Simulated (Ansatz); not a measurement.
Start from `[Cl][InH2]` and change one element to get `[Cl][GaH2]`.

Ansatz, PBE0-D4/def2-TZVP geometries, multiplicity 1. 

Elements past krypton have def2 core potentials. Scalar relativity is left out up to krypton.

| property | `[Cl][InH2]` |
| --- | --- |
| LUMO energy (ωB97M-V/def2-TZVPP) / eV | -0.46 |
| HOMO–LUMO gap (ωB97M-V/def2-TZVPP) / eV | 9.96 |
| LUMO energy (PBE0/def2-TZVPP) / eV | -1.98 |
| LUMO energy (PBE/def2-TZVPP) / eV | -2.70 |
| HOMO energy (ωB97M-V/def2-TZVPP) / eV | -10.42 |
| HOMO–LUMO gap (PBE/def2-TZVPP) / eV | 4.19 |

Question: What does the change do to each property? (Best estimate.)

Answer: Ansatz gave: 
| property | `[Cl][GaH2]` | shift |
| --- | --- | --- |
| LUMO energy (ωB97M-V/def2-TZVPP) / eV | -0.10 | 0.36 |
| HOMO–LUMO gap (ωB97M-V/def2-TZVPP) / eV | 10.56 | 0.60 |
| LUMO energy (PBE0/def2-TZVPP) / eV | -1.83 | 0.15 |
| LUMO energy (PBE/def2-TZVPP) / eV | -2.62 | 0.08 |
| HOMO energy (ωB97M-V/def2-TZVPP) / eV | -10.66 | -0.24 |
| HOMO–LUMO gap (PBE/def2-TZVPP) / eV | 4.50 | 0.31 |

With PBE0 the HOMO falls by 0.25 eV and the LUMO rises by 0.15 eV, so the gap widens by about 0.40 eV. PBE moves the HOMO by -0.24 eV and ωB97M-V by -0.24 eV.
